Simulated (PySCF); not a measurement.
dimethoxyethane (C₄H₁₀O₂), SMILES COCCOC.

The structure is a stationary point at PBE-D3(BJ)/def2-SVP. One conformer was computed; it need not be the lowest.

Two levels are set side by side: TDA-PBE/def2-SVPD (PySCF) and TDA-B3LYP/def2-SVPD (PySCF). Vertical, same geometry. The lowest singlet is HOMO→LUMO 100 % with PBE and HOMO→LUMO 93 % with the other functional; states are paired by order. Differences are taken from unrounded values.

| quantity | TDA-B3LYP |
|---|---|
| lowest singlet excitation (eV) | 6.69 |
| lowest triplet excitation (TDA) (eV) | 6.55 |

Q: What does TDA-PBE give, and how far is it from TDA-B3LYP? (Estimate from the structure and the level; the computed values follow.)

A: 
```json
[
 {"quantity": "lowest singlet excitation (eV)", "TDA-PBE": "5.87", "TDA-PBE minus TDA-B3LYP": "-0.81"},
 {"quantity": "lowest triplet excitation (TDA) (eV)", "TDA-PBE": "5.77", "TDA-PBE minus TDA-B3LYP": "-0.78"}
]
```

Functionals without exact exchange tend to place singlet excitations lower, as here. Differences between two approximate levels are no errors against the true value.

Rough cost on one machine, each run with all the roots and properties that it gave: TDA-B3LYP against TDA-PBE about 2 times.
